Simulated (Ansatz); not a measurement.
Consider the ligand exchange at the Si–C bond: `O=C[SiH2][SiH3]` + `O[SiH2]S` → `O[SiH2]S[SiH2][SiH3]` + `C=O`.

Computed with Ansatz on PBE0-D4/def2-TZVP structures; ΔE is electronic, products minus reactants. CCSD(T)/CBS is the MP2 limit (def2-TZVPP, def2-QZVPP) plus CCSD(T) − MP2 in def2-TZVPP, frozen cores. This one scheme is used for every species. Functionals use def2-TZVPP. B3LYP here is the variant with VWN-RPA as its local correlation; programs differ in this. Each species was taken in one conformer, which may not be the lowest.

`O=C[SiH2][SiH3]`:

Cartesian coordinates in Å:
```
O 1.526 -1.251 1.868
C 1.037 -1.373 0.775
Si 0.820 0.108 -0.442
Si -1.369 0.909 -0.214
H 0.661 -2.373 0.449
H 1.025 -0.396 -1.828
H 1.824 1.150 -0.111
H -1.618 2.006 -1.186
H -1.578 1.416 1.167
H -2.329 -0.196 -0.477
```

`O[SiH2]S`:

```xyz
7

O    -0.118   -1.197   -0.901
Si    0.013   -0.285    0.458
S    -0.207    1.806    0.102
H    -0.887   -1.051   -1.454
H    -1.061   -0.570    1.443
H     1.352   -0.609    0.995
H     0.907    1.907   -0.644
```

`O[SiH2]S[SiH2][SiH3]`:

```xyz
13

O     2.214   -2.200   -0.591
Si    1.927   -0.586   -0.584
S     0.289   -0.011   -1.829
Si   -1.255   -0.261   -0.359
Si   -1.465    1.660    0.957
H     1.501   -2.785   -0.331
H     3.144    0.039   -1.138
H     1.633   -0.104    0.792
H    -0.950   -1.455    0.483
H    -2.512   -0.536   -1.103
H    -1.836    2.804    0.083
H    -2.519    1.476    1.993
H    -0.172    1.958    1.627
```

`C=O`:

Cartesian coordinates in Å:
```
C -0.004 -0.002 -0.001
O 0.984 0.603 0.290
H -0.785 0.429 -0.659
H -0.195 -1.030 0.370
```

Q: Is it downhill or uphill in electronic energy at CCSD(T)/CBS, and by how much? (An estimate is asked.)

A: Computed: Downhill: ΔE = -0.84 eV.

Q: What do these levels give: PBE0-D4, B3LYP-D4, ωB97X-V, ωB97M-V, PBE, r2SCAN, B3LYP, HF/def2-TZVPP, MP2/def2-TZVPP, CCSD/def2-TZVPP, CCSD(T)/def2-TZVPP, MP2/def2-QZVPP? (Estimate.)

A: Ansatz gave: PBE0-D4 -0.83, B3LYP-D4 -0.78, ωB97X-V -0.79, ωB97M-V -0.80, PBE -0.68, r2SCAN -0.76, B3LYP -0.66, HF/def2-TZVPP -0.78, MP2/def2-TZVPP -0.89, CCSD/def2-TZVPP -0.79, CCSD(T)/def2-TZVPP -0.81, MP2/def2-QZVPP -0.91 eV.

Largest T1 diagnostic among the species: 0.016.

From PBE to PBE0 (25 % exact exchange), in def2-TZVPP and without D4, ΔE moves by −0.08 eV. The D4 term adds −0.12 eV with B3LYP and −0.07 eV with PBE0; it sums over pairs of atoms, weighted by their polarisabilities, and B3LYP, whose exchange is more repulsive, gets the larger term.
